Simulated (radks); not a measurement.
Task: Isoelectronic series with 28 electrons, each ion in its NIST ground configuration. All-electron calculation, scalar-relativistic Kohn-Sham, r2SCAN, spin-polarised, spherical densities, finite nucleus; meta-GGA in the generalised Kohn-Sham scheme; Fermi nuclear charge, rms radius of each element as measured or else 0.836 A^(1/3) + 0.57 fm. Program: a radial shooting solver on a logarithmic mesh with Libxc functionals. Total energies (hartree) and orbital eigenvalues (eV):

ion,configuration,E (hartree),3d,3p
Cd20+,[Ar] 3d10,-5427.24951,-936.4759,-1145.546
In21+,[Ar] 3d10,-5691.84528,-1016.643,-1234.093
Sn22+,[Ar] 3d10,-5963.27183,-1099.892,-1325.871
Sb23+,[Ar] 3d10,-6241.57162,-1186.223,-1420.887
Te24+,[Ar] 3d10,-6526.78332,-1275.636,-1519.149
I25+,[Ar] 3d10,-6818.95722,-1368.129,-1620.665
Xe26+,[Ar] 3d10,-7118.13143,-1463.704,-1725.445
Cs27+,[Ar] 3d10,-7424.3565,-1562.360,-1833.498
Ba28+,[Ar] 3d10,-7737.6770,-1664.100,-1944.833
La29+,[Ar] 3d10,-8058.1462,-1768.924,-2059.463
Ce30+,[Ar] 3d10,-8385.8128,-1876.834,-2177.397
Pr31+,[Ar] 3d10,-8720.7316,-1987.831,-2298.647
Nd32+,[Ar] 3d10,-9062.9555,-2101.917,-2423.226
Sm34+,[Ar] 3d10,-9769.5191,-2339.368,-2682.418
Eu35+,[Ar] 3d10,-10134.0025,-2462.736,-2817.058
Gd36+,[Ar] 3d10,-10506.0245,-2589.204,-2955.078
Tb37+,[Ar] 3d10,-10885.6991,-2718.773,-3096.491
Dy38+,[Ar] 3d10,-11272.9650,-2851.448,-3241.315
Ho39+,[Ar] 3d10,-11668.0362,-2987.231,-3389.561
Er40+,[Ar] 3d10,-12070.8963,-3126.126,-3541.246
Tm41+,[Ar] 3d10,-12481.6795,-3268.135,-3696.386

Estimate the row of Pm33+ ([Ar] 3d10).

Result: E (hartree) -9412.5358; 3d -2219.095; 3p -2551.145.
